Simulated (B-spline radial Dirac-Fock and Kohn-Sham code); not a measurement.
## Satellites and hypersatellites of the K lines of Tb

System: the free terbium atom, [Xe] 4f8 5d1 6s2 (an excited configuration).

Model: Dirac-Fock (average of configuration) total-energy differences with a finite nucleus, the Breit interaction including its frequency dependence, and self-energy and vacuum-polarisation corrections. Program: a B-spline atomic structure program. Each two-hole energy is an average over J within one jj subconfiguration, not an observable level; in light atoms, where LS coupling holds, the j-resolved values are not observed lines, and for a K spectator the Kα1 hypersatellite is nearly forbidden. The model has no electron correlation.

Lines without a spectator: Kα2 (K-L2) 43741.2 eV, Kα1 (K-L3) 44479.1 eV, Kβ3 (K-M2) 50224.8 eV, Kβ1 (K-M3) 50379.5 eV. Shifts in eV with one spectator hole (a dash: not computed, or left out as unreliable):

```
spectator hole     Kα2     Kα1      Kβ3      Kβ1
        K (1s)  +813.3  +859.4  +1047.9  +1058.3
    L2 (2p1/2)   +98.5  +129.0        –   +256.6
    L3 (2p3/2)   +83.0   +87.6   +207.2        –
    M2 (3p1/2)       –  +18.76    +38.6    +45.9
    M3 (3p3/2)  +11.62       –    +35.4    +35.3
    M4 (3d3/2)   +3.62   +0.26        –        –
    M5 (3d5/2)   -1.01   +2.19        –        –
```
